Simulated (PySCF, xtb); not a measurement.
B(H)(NCO)2 (C2HBN2O2), SMILES O=C=NBN=C=O.

GFN2-xTB (xtb) at its own geometry gives an orbital gap of 4.28 eV and a dipole moment of 1.44 D.

Coordinates come from a TPSSh-D3(BJ)/def2-SVP optimisation. This is a generated structure with no PubChem entry under its InChIKey; it may be hypothetical. The values are those of a single conformer.

What does PBE/def2-TZVP run with PySCF give? (An estimate is asked for; the answer gives what the named calculation found.)

gap 4.49 eV (levels -7.44 and -2.95 eV), dipole 0.83 D.
